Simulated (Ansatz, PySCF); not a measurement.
The PySCF input:
```python
from pyscf import gto, scf, mp

mol = gto.M(
    atom='''
O     0.055860   -0.683295    0.107833
C    -0.012671    0.787353    0.041156
C     1.383552   -1.240263   -0.035699
C    -1.466050    1.193338   -0.026071
H     0.461946    1.147552    0.955865
H     0.549215    1.139493   -0.828412
H     1.304079   -2.323401    0.045147
H     1.839526   -0.965594   -0.987662
H     1.992555   -0.865917    0.786309
H    -1.934765    0.853175   -0.947307
H    -2.018117    0.804241    0.825532
H    -1.534529    2.277279   -0.000677
H    -0.535775   -1.043035   -0.587769
''',
    basis='sto-3g',
    charge=1,
    spin=0,
    verbose=4,
)

mf = scf.RHF(mol)
mf.kernel()

pt = mp.MP2(mf, frozen=4)
pt.kernel()
print('E(MP2) = %.10f' % pt.e_tot)
```

### Question
Convert this to an input for Ansatz (a first-principles code).

### Answer
Several could match; the one computed here: 
Ansatz 0.2 input:
```yaml
crystal:
  periodic: [false, false, false]
  atoms:
    - {symbol: O, position_ang: [0.05586026, -0.68329506, 0.10783272]}
    - {symbol: C, position_ang: [-0.01267142, 0.78735284, 0.04115579]}
    - {symbol: C, position_ang: [1.38355249, -1.24026318, -0.03569941]}
    - {symbol: C, position_ang: [-1.46605047, 1.19333821, -0.02607106]}
    - {symbol: H, position_ang: [0.46194579, 1.14755225, 0.95586541]}
    - {symbol: H, position_ang: [0.54921487, 1.13949274, -0.82841198]}
    - {symbol: H, position_ang: [1.30407869, -2.32340103, 0.04514691]}
    - {symbol: H, position_ang: [1.83952611, -0.96559385, -0.98766160]}
    - {symbol: H, position_ang: [1.99255470, -0.86591714, 0.78630868]}
    - {symbol: H, position_ang: [-1.93476522, 0.85317512, -0.94730704]}
    - {symbol: H, position_ang: [-2.01811662, 0.80424113, 0.82553218]}
    - {symbol: H, position_ang: [-1.53452893, 2.27727882, -0.00067742]}
    - {symbol: H, position_ang: [-0.53577495, -1.04303488, -0.58776898]}
basis:
  gaussian:
    orbitals: STO-3G
total_charge: 1
magnetization: {spin_polarized: false}
correlation: {method: mp2, electrons: outside_noble_gas}
accuracy: high
```

Both were run: PySCF gave -191.314163 Eh and Ansatz -191.314163 Eh, 0.000 mEh apart.
